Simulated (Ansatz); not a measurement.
BFH (SMILES [BH]F) moved off its minimum; all values from Ansatz (an electronic-structure program), cores frozen in correlated methods. Open shells are unrestricted.
(charge 0, multiplicity 2)
```xyz
3

B     -0.7028     0.3946     0.0234
F      0.5781    -0.2401    -0.0167
H     -1.6759    -0.2213    -0.0405
```

Forces at HF/def2-TZVPP (eV/Å):

```
atom      Fx      Fy      Fz
----  ------  ------  ------
B1     4.776  -1.335  -0.061
F2    -4.081   1.916   0.119
H3    -0.695  -0.580  -0.058
```

Give the forces (eV/Å), the total energy and the dipole at CCSD(T)/aug-cc-pVTZ.


| atom | Fx | Fy | Fz |
|---|---|---|---|
| B1 | 4.264 | -0.887 | -0.028 |
| F2 | -3.387 | 1.576 | 0.097 |
| H3 | -0.877 | -0.689 | -0.069 |
Energy -125.0793 hartree, dipole 1.22 D.
